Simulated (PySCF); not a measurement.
B(H)(F)(NH2) (BFH3N), SMILES NBF. Atoms are numbered in the order given.

```xyz
6

B     -0.4894    -0.0734     0.0000
H     -1.6786    -0.1526     0.0000
F      0.2362    -1.2035     0.0000
N      0.1655     1.1544     0.0000
H      1.1692     1.2401     0.0000
H     -0.3274     2.0300     0.0000
```
Charge 0, spin multiplicity 1.

Geometry optimised at B3LYP-D3(BJ)/def2-TZVP. One conformer was computed; it need not be the lowest.

Method: PBE0/def2-TZVPD (PySCF).

Symmetry labels are those of the subgroup Cs that the program uses (full group Cs).

Computed valence orbital energies around the gap with their symmetry:
```csv
orbital,symmetry,energy (eV)
HOMO−7,A',-24.59
HOMO−6,A',-15.52
HOMO−5,A',-14.79
HOMO−4,A',-13.72
HOMO−3,A",-12.43
HOMO−2,A',-12.23
HOMO−1,A',-9.78
HOMO,A",-8.62
LUMO,A',0.15
LUMO+1,A",0.72
LUMO+2,A',1.23
LUMO+3,A',1.45
```
